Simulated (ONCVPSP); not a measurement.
# Which setting gave this result? (niobium, ONCV)

Base potential:

| Item | Value |
| --- | --- |
| Element | Nb |
| Generator | ONCVPSP 4.0.1 |
| Type | optimised norm-conserving Vanderbilt (ONCV) |
| Functional | PBE |
| Relativity | fully relativistic |
| Frozen core | [Ar] 3d10 |
| Valence charge | 13 |
| Reference configuration | 4s2 4p6 4d4 5s0.75 5p0.25 |
| Partial waves | 4s+5s: rc 2.15 bohr, ncon 3, nbas 8, qcut 7 1/bohr, 2 projectors; 4p+5p: rc 2.10 bohr, ncon 5, nbas 8, qcut 7.9 1/bohr, 2 projectors; 4d: rc 2.30 bohr, ncon 4, nbas 9, qcut 7.4 1/bohr, 2 projectors, debl 2.4 Ha; f scattering state at 0.08 Ha: rc 1.85 bohr, ncon 3, nbas 7, qcut 6.4 1/bohr, 3 projectors, debl 1.4 Ha |
| Local potential | polynomial inside 1.65 bohr (lpopt 4, dvloc0 -1 Ha) |
| Core correction | Teter function, fcfact 5.5, rcfact 1.5 |

Open shells are filled in proportion to 2j + 1.

Cutoffs, loose and tight: the cutoffs (Ha) at which the residual kinetic energy of the hardest occupied pseudo-wave falls to 1 and 0.1 mHa per electron. They do not see the model core or the augmentation charge, which bear on the density cutoff. Test errors are all-electron minus pseudo excitation energies from the reference, over the configurations 4s2 4p6 4d4 5s1 5p0; 4s2 4p6 4d4 5s0 5p0; 4s2 4p6 4d3 5s0 5p0; 4s2 4p6 4d4.5 5s0.5 5p0; variants that change the core or the reference have their own tests. The largest error is taken over the tests solved by every variant that gives reliable tests at all, those not shown here included: 4s2 4p6 4d4 5s0 5p0; 4s2 4p6 4d4 5s1 5p0; 4s2 4p6 4d4.5 5s0.5 5p0.

Only the scale of all radii but the core radius (base = 1) is moved:

```tsv
scale of all radii but the core radius (base = 1)	cutoff, loose	cutoff, tight	bound ghosts	largest test error (meV)
0.8	24 Ha	29 Ha	none	-0.5
0.86	22 Ha	27 Ha	none	-0.6
1.03	15 Ha	21 Ha	none	-0.8
1.1	15 Ha	18 Ha	none	-0.8
1.15	14 Ha	17 Ha	none	-0.8
1.25	13 Ha	16 Ha	none	-0.6
1.33	11 Ha	13 Ha	none	+1.2
```

Problem. One more run gave cutoff, loose: 19 Ha; cutoff, tight: 24 Ha; bound ghosts: none; largest test error (meV): -0.7. Which value of the scale of all radii but the core radius (base = 1) was used?

Solution. 0.92. The tight cutoff moves one way along this sweep, from 29 Ha at 0.8 to 13 Ha at 1.33, which places the run between 0.86 and 1.03.
